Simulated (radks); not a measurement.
Results of a calculation; reference values are marked as such.
The erbium ion Er3+, 65 electrons, occupied as [Xe] 4f11.

Level of theory: scalar-relativistic Kohn-Sham, revPBE, spin-unpolarised, spherical densities, point nucleus (a radial shooting solver on a logarithmic mesh with Libxc functionals).

Energy parts (hartree):
| part | energy |
|---|---|
| total | -13085.0587 |
| kinetic | 14188.8152 |
| electron-nucleus | -32037.4997 |
| Hartree | 5040.5566 |
| exchange-correlation | -276.9307 |

Orbitals (lengths in bohr, moments of r in powers of bohr; r(max) is where P^2 peaks):
1s: occ. 2; eigenvalue (hartree) -2109.831; r(max) 0.01286; <r^4> 8.637e-07; <1/r> 77.59; <r^2> 0.0005677
2s: occ. 2; eigenvalue (hartree) -355.4603; r(max) 0.07322; <r^4> 0.0001343; <1/r> 18.06; <r^2> 0.008833
2p: occ. 6; eigenvalue (hartree) -314.4811; r(max) 0.05956; <r^4> 0.0001022; <1/r> 16.67; <r^2> 0.007187
3s: occ. 2; eigenvalue (hartree) -80.61463; r(max) 0.2072; <r^4> 0.005072; <1/r> 6.659; <r^2> 0.05801
3p: occ. 6; eigenvalue (hartree) -68.15238; r(max) 0.2039; <r^4> 0.005361; <1/r> 6.220; <r^2> 0.05842
3d: occ. 10; eigenvalue (hartree) -52.57099; r(max) 0.1664; <r^4> 0.004208; <1/r> 5.895; <r^2> 0.04874
4s: occ. 2; eigenvalue (hartree) -16.89030; r(max) 0.4737; <r^4> 0.1231; <1/r> 2.813; <r^2> 0.2909
4p: occ. 6; eigenvalue (hartree) -12.78883; r(max) 0.4952; <r^4> 0.1627; <1/r> 2.574; <r^2> 0.3297
4d: occ. 10; eigenvalue (hartree) -7.29748; r(max) 0.5113; <r^4> 0.2520; <1/r> 2.276; <r^2> 0.3932
5s: occ. 2; eigenvalue (hartree) -3.01122; r(max) 1.103; <r^4> 4.239; <1/r> 1.079; <r^2> 1.696
5p: occ. 6; eigenvalue (hartree) -2.03307; r(max) 1.254; <r^4> 8.219; <1/r> 0.9097; <r^2> 2.319
4f: occ. 11; eigenvalue (hartree) -1.29978; r(max) 0.5058; <r^4> 1.580; <1/r> 1.707; <r^2> 0.7652

The highest occupied level is 4f at -35.369 eV. Summed over all electrons, <r^2> = 33.23 bohr^2, which gives a Langevin (diamagnetic) susceptibility term of -26.3 x 10^-6 cm^3/mol. For comparison, the ionisation energy in NIST's Atomic Spectra Database is 42.42 eV (semi-empirical). In exact Kohn-Sham theory the highest level is minus the ionisation energy, but local and semilocal functionals leave it too shallow, through self-interaction and a potential that decays too fast; potentials with the right tail come closer. The density falls to 0.001 e/bohr^3 at r = 3.13 bohr.

Beside tabulated values, note that spin-unpolarised runs miss the spin-polarisation part of the exchange energy of open shells.
